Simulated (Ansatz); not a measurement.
## Cost against result

Saddle point of ZnH3SOF, closed shell (ZnHOF ([OH][Zn][F]) + H₂S → ZnH₂SO ([OH][Zn][SH]) + HF; bonds formed: F2–H4; dative contacts that become bonds: Zn1–S5; bonds broken: Zn1–F2, H4–S5), PBE0-D4/def2-TZVP structure:

Zn1  (-0.093, -0.544, -0.045)
F2  (0.486, 0.247, 1.622)
O3  (-0.080, -2.065, -0.983)
H4  (-0.097, 1.304, 1.014)
S5  (-0.842, 1.725, -0.220)
H6  (0.354, -2.792, -0.531)
H7  (0.272, 2.124, -0.858)
(Å)

Barriers are electronic and count from the start structure reached by relaxing down the imaginary mode.

Computed with Ansatz 0.2.0 (basis: as named in each row); correlated methods freeze the cores. The 3s and 3p shells of Cu and Zn are frozen; filled d shells are correlated. B3LYP uses VWN-RPA correlation. Extrapolation: Hartree–Fock as exp(−7.88 √X), correlation as X^−2.97.

Times are rough, for one single point on 4 threads of a shared host (Arm Neoverse V1).

The estimate by CCSD(T) at an estimated basis limit (MP2 extrapolated from triple and quadruple zeta, plus CCSD(T) − MP2 in triple zeta) is 35.7 kJ/mol.

| method | basis | time (s) | barrier (kJ/mol) | method less estimate |
| --- | --- | --- | --- | --- |
| HF | STO-3G | under 1 | 133.8 | 98.2 |
| SPW92 | def2-SVP | under 1 | -23.4 | -59.1 |
| PBE-D4 | def2-SVP | under 1 | -4.6 | -40.2 |
| B3LYP-D4 | 6-31G | under 1 | 33.1 | -2.5 |
| PBE0-D4 | def2-SVP | under 1 | 5.8 | -29.8 |
| SPW92 | def2-TZVPP | 1 | -2.0 | -37.6 |
| PBE-D4 | def2-TZVPP | 2 | 15.9 | -19.8 |
| BLYP-D4 | def2-TZVPP | 2 | 29.0 | -6.6 |
| BHLYP-D4 | def2-TZVPP | 2 | 43.0 | 7.4 |
| B3LYP-D4 | def2-TZVPP | 2 | 33.7 | -2.0 |
| CAM-B3LYP-D4 | def2-TZVPP | 2 | 35.2 | -0.4 |
| PBE0-D4 | def2-TZVPP | 3 | 23.7 | -11.9 |
| CCSD(T) | def2-SVP | 3 | 27.1 | -8.6 |
| r2SCAN-D4 | def2-TZVPP | 3 | 22.8 | -12.9 |
| RPA on PBE | def2-TZVPP | 4 | 35.8 | 0.1 |
| PBE-D4 | STO-3G | 4 | 24.8 | -10.8 |
| B2PLYP | def2-TZVPP | 4 | 34.0 | -1.7 |
| r2SCAN0-D4 | def2-TZVPP | 4 | 27.8 | -7.8 |
| PBE-QIDH | def2-TZVPP | 4 | 29.3 | -6.4 |
| wB97M-V | def2-SVP | 4 | 12.2 | -23.4 |
| wB97X-V | def2-TZVPP | 6 | 35.7 | 0.1 |
| B97M-V | def2-TZVPP | 7 | 34.5 | -1.1 |
| wB97M-V | def2-TZVPP | 7 | 33.2 | -2.5 |
| MP2 | def2-QZVPP | 13 | 32.9 | -2.8 |
| CCSD(T) | def2-TZVPP | 90 | 34.8 | -0.9 |

All methods are single points on the PBE0-D4 structures; a negative value means that the method puts the saddle structure below the start.

T1 diagnostic: at most 0.016.

Exchanges of this kind with a chalcogen hydride build sulfide and selenide films.

Labels in which every atom is bracketed show which atoms are joined, not bond orders.
